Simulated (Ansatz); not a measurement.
The pair A = HF (SMILES F) (first 2 atoms), B = C3H8 (SMILES CCC); geometry from B3LYP-D3(BJ)/def2-TZVP.
(charge 0, multiplicity 1):
```xyz
13

F     -0.36195     0.09118     0.36873
H     -0.49782     0.35623     1.24796
C      0.79640    -1.09198     3.54551
C      0.05651    -0.04532     4.37438
C     -0.75612     0.92224     3.51785
H      1.36913    -1.76995     4.18019
H      0.10048    -1.69632     2.95845
H      1.49411    -0.62315     2.84725
H      0.77370     0.52169     4.97419
H     -0.60999    -0.54336     5.08387
H     -1.28091     1.66510     4.12038
H     -0.10625     1.47684     2.83158
H     -1.52047     0.38753     2.94277
```

Cores are frozen in the correlated methods. MP2 and its Hartree–Fock in aug-cc-pVTZ are density fitted.

Codes used: Ansatz (Gaussian basis) for Hartree–Fock, density functionals and correlated methods. 

The counterpoise-corrected interaction energy is E(AB) − E(A in the pair's basis) − E(B in the pair's basis). Total energies (hartree):

| level | AB | A in the pair's basis | B in the pair's basis |
|---|---|---|---|
| HF/aug-cc-pVDZ | -218.3095356 | -100.0332385 | -118.2763854 |
| MP2/aug-cc-pVDZ | -218.9977880 | -100.2568679 | -118.7387249 |
| HF/aug-cc-pVTZ | -218.3687741 | -100.0605982 | -118.3081444 |
| MP2/aug-cc-pVTZ | -219.2043455 | -100.3413643 | -118.8600674 |
| CCSD(T)/aug-cc-pVDZ | -219.0704211 | -100.2648801 | -118.8032689 |

Question: Work out the counterpoise-corrected interaction energy at the basis-set limit: extrapolate the MP2 correlation part as X⁻³, take Hartree–Fock from the larger set, and add the CCSD(T) − MP2 difference of aug-cc-pVDZ.

Answer: 
1. Differences (1 hartree = 627.509 kcal/mol): HF/aug-cc-pVDZ 0.055; MP2/aug-cc-pVDZ -1.378; HF/aug-cc-pVTZ -0.020; MP2/aug-cc-pVTZ -1.828; CCSD(T)/aug-cc-pVDZ -1.426.
2. Correlation parts, MP2 less HF: -1.433 in aug-cc-pVDZ (X = 2), -1.809 in aug-cc-pVTZ (X = 3).
3. Limit (3³·(-1.809) − 2³·(-1.433))/(3³ − 2³) = -1.967; with HF/aug-cc-pVTZ it gives -1.987.
4. CCSD(T) less MP2 in aug-cc-pVDZ: -0.048.
Result: -2.03 kcal/mol, against -1.38 at MP2/aug-cc-pVDZ. It is an estimate of this method's limit, not of the exact value.

Ansatz is a quantum-chemistry and plane-wave program.
